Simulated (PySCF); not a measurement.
Geometries of 2 isomers of C5H5F3O, from PBE0-D3(BJ)/def2-SVP geometry optimisation, gas phase in PySCF 2.14.0. One conformer each, no zero-point energy, no frequencies.

Task: Which is lower in electronic energy at this level?
A.
```xyz
14
angstrom
C      3.250    0.018   -0.163
C      2.038    0.379    0.247
O      0.928   -0.331   -0.084
C     -0.262    0.086    0.372
C     -1.396   -0.558    0.088
F     -1.432   -1.655   -0.665
C     -2.744   -0.122    0.561
F     -3.486    0.337   -0.473
F     -2.621    0.874    1.463
H      4.117    0.613    0.122
H      3.393   -0.868   -0.785
H      1.855    1.263    0.870
H     -0.294    0.980    1.001
H     -3.299   -0.959    1.023
```
B.
```xyz
14
angstrom
O      2.847    0.340   -0.588
C      1.691    0.180   -0.342
C      0.514   -0.402   -1.122
C     -0.255   -0.464    0.218
C     -1.646    0.104    0.223
F     -1.669    1.356   -0.253
F     -2.150    0.139    1.459
F     -2.470   -0.625   -0.534
C      0.839    0.382    0.909
H      0.098    0.338   -1.825
H      0.695   -1.342   -1.661
H     -0.316   -1.484    0.621
H      1.257    0.020    1.858
H      0.553    1.441    1.025
```

Result: B. That is `O=C1CC(C(F)(F)F)C1`, 47.6 kcal/mol below the other.

| SMILES | atoms numbered as above | E (Eh) | relative (kcal/mol) | relative (kJ/mol) | dipole (D) |
| --- | --- | --- | --- | --- | --- |
| O=C1CC(C(F)(F)F)C1 | [O:1]=[C:2]1[CH2:3][CH:4]([C:5]([F:6])([F:7])[F:8])[CH2:9]1 | -567.28491 | 0.0 | 0.0 | 1.25 |
| C=CO/C=C(\F)C(F)F | [CH2:1]=[CH:2][O:3]/[CH:4]=[C:5](\[F:6])[CH:7]([F:8])[F:9] | -567.20913 | 47.6 | 199.0 | 2.11 |

As drawn, the lower has a four-membered ring and a C=O bond, which the higher lacks; the higher has a C=C bond outside aromatic rings, which the lower lacks.
